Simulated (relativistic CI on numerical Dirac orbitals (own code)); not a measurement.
Radial parameters of Ba XXXVIII

Calculated at this level of theory: Dirac-Coulomb-Breit CI, separate exchange-only KLI orbitals for each configuration, QED by a radiative potential, unscaled Slater integrals (own radial code, finite nucleus).

Slater integrals F^k, G^k are unscaled and averaged over j, outside the closed core [Ne]; ζ comes from projecting the Hamiltonian with its Breit term on Σ l·s of the shell.

- 3s²3p⁶3d: ζ(3d) = 65044 cm⁻¹; <r>(3d) = 0.2335, <r^2>(3d) = 0.0631 (bohr units).
- 3s²3p⁵3d²: ζ(3p) = 481360, F^2(3d,3d) = 437710, F^4(3d,3d) = 282940, F^2(3p,3d) = 377540, G^1(3p,3d) = 400370, G^3(3p,3d) = 268200, ζ(3d) = 64304 cm⁻¹; <r>(3p) = 0.2631, <r^2>(3p) = 0.07996, <r>(3d) = 0.2339, <r^2>(3d) = 0.06332 (bohr units).
- 3s3p⁶3d²: F^2(3d,3d) = 437320, F^4(3d,3d) = 282680, G^2(3s,3d) = 301270, ζ(3d) = 64674 cm⁻¹; <r>(3s) = 0.2699, <r^2>(3s) = 0.08305, <r>(3d) = 0.2341, <r^2>(3d) = 0.06343 (bohr units).

Question: Give the Racah parameters of the d shell in 3s²3p⁵3d².

Answer: B = F²/49 − 5F⁴/441 = 5725 cm⁻¹ and C = 35F⁴/441 = 22455 cm⁻¹.

Averages of the first 10 configurations, taken without configuration mixing, which lowers the lowest level and can move excited configurations by several eV; other configurations of the list can lie among them:

| Configuration | Parity | States | Average energy above the lowest level (eV) |
| --- | --- | --- | --- |
| 3s²3p⁶3d | even | 10 | 12.7 |
| 3s²3p⁵3d² | odd | 270 | 242.7 |
| 3s3p⁶3d² | even | 90 | 447.1 |
| 3s²3p⁶4s | even | 2 | 1034.8 |
| 3s²3p⁶4p | odd | 6 | 1110.5 |
| 3s²3p⁶4d | even | 10 | 1204.0 |
| 3s²3p⁵3d4s | odd | 120 | 1257.1 |
| 3s²3p⁶4f | odd | 14 | 1278.8 |
| 3s²3p⁵3d4p | even | 360 | 1333.0 |
| 3p⁶3d³ | even | 120 | 889.9 |
